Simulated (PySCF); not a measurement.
**Electron correlation in Rh (rhodium, neutral)**

[Kr] 4d7 5s2, high-spin 4F determinant (an excited configuration). All numbers are calculated (PySCF 2.14, scalar relativity through the core potential, in aug-cc-pwCVDZ-PP with ECP28MDF (6s6p5d3f, 70 functions)). Frozen: 4s2 4p6; 9 electrons correlated.

```tsv
level	correlation energy (mhartree)
CCSD	-230.09
(T)	-7.80
CCSD(T)	-237.89
```

Diagnostics: T1 = 0.022, D1 = 0.0809, largest double amplitude 0.053.

Q: Is a single reference adequate?

A: Yes, within this model without spin-orbit coupling: T1 lies below 0.03 and no double amplitude reaches 0.07.
